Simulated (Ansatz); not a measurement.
Basis-set series for AsH6In (`[AsH3+][InH3-]`). Charge 0, multiplicity 1. In: def2 effective core potential. Geometry: relaxed with PBE0-D4/def2-TZVP.

```tsv
functional	basis	functions	energy (Eh)	HOMO (eV)	LUMO (eV)
PBE0-D4	def2-SVP	88	-2429.00135	-7.56	-0.51
PBE0-D4	def2-TZVPP	182	-2429.28985	-7.63	-0.71
ωB97M-V	def2-SVP	88	-2429.06931	-9.72	1.05
ωB97M-V	def2-TZVPP	182	-2429.36079	-9.85	0.66
```

**Question.** Give the rows for def2-QZVPP. (An estimate is asked.)

**Answer.** Computed: 
```tsv
functional	basis	functions	energy (Eh)	HOMO (eV)	LUMO (eV)
PBE0-D4	def2-QZVPP	351	-2429.34033	-7.64	-0.82
ωB97M-V	def2-QZVPP	351	-2429.41043	-9.87	0.44
```

Positive LUMOs are unbound and depend on the basis. Scalar relativity is left out up to krypton.
